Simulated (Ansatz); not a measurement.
Computed with Ansatz.

`C=C1SB1N` at its PBE0-D4/def2-TZVP geometry, where that method's forces vanish. The species carries charge 0 and has multiplicity 1.

| atom | x (Å) | y (Å) | z (Å) |
| --- | --- | --- | --- |
| C1 | -1.368 | 1.262 | -0.637 |
| C2 | -0.664 | 0.170 | -0.388 |
| S3 | -0.811 | -1.581 | -0.792 |
| B4 | 0.429 | -0.689 | 0.148 |
| N5 | 1.601 | -0.839 | 0.859 |
| H6 | -2.284 | 1.249 | -1.216 |
| H7 | -1.029 | 2.218 | -0.254 |
| H8 | 2.054 | -1.726 | 0.986 |
| H9 | 2.071 | -0.064 | 1.293 |

Question: For each bond, give half the difference of the two atoms' forces along it (eV/Å; positive pushes the atoms apart) under PBE-D4, r2SCAN-D4, B3LYP-D4, ωB97M-V in def2-TZVPP. (Estimate.)

Answer: The calculation gave: 
| bond | length (Å) | PBE-D4 | r2SCAN-D4 | B3LYP-D4 | ωB97M-V |
| --- | --- | --- | --- | --- | --- |
| C1–C2 | 1.322 | 0.37 | 0.22 | 0.05 | -0.17 |
| C1–H6 | 1.084 | 0.00 | -0.10 | -0.06 | -0.03 |
| C1–H7 | 1.085 | 0.03 | -0.04 | -0.08 | -0.05 |
| C2–S3 | 1.803 | 0.20 | 0.17 | 0.29 | 0.20 |
| C2–B4 | 1.490 | -0.29 | -0.24 | -0.09 | 0.18 |
| S3–B4 | 1.794 | 0.20 | 0.09 | 0.19 | 0.09 |
| B4–N5 | 1.379 | 0.07 | 0.13 | 0.06 | 0.05 |
| N5–H8 | 1.005 | 0.17 | -0.02 | -0.01 | -0.06 |
| N5–H9 | 1.005 | 0.18 | -0.01 | -0.01 | -0.07 |

B3LYP here is the variant with VWN-RPA as its local correlation; programs differ in this.
